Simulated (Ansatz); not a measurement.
Cartesian coordinates (Å):
SMILES: C([SiH]=C)#N
```xyz
7

C     -1.2448    -0.4059     0.0805
Si     0.0353     0.5069    -0.5487
C      1.7589    -0.0578    -0.3445
N      2.8564    -0.3922    -0.2294
H     -2.2761    -0.0922    -0.0277
H     -1.0766    -1.3343     0.6125
H     -0.0531     1.7755    -1.2860
```
Charge 0, multiplicity 1.

Method: frozen-core CCSD(T)/def2-TZVPP // PBE0-D3(BJ)/def2-TZVP (Ansatz, an electronic-structure program). The restricted HF reference is unstable towards unrestricted orbitals.

```json
{
  "HF energy": "-420.86322 Ha",
  "MP2 correlation energy": "-0.61626 Ha"
}
```

Question: Estimate the CCSD correlation energy, the (T) correction, the total energy and the T1 diagnostic.

Answer: 
The CCSD correlation energy is -0.63828 Ha, the (T) correction is -0.03395 Ha and the CCSD(T) total energy is -421.53544 Ha. The T1 diagnostic is 0.015.
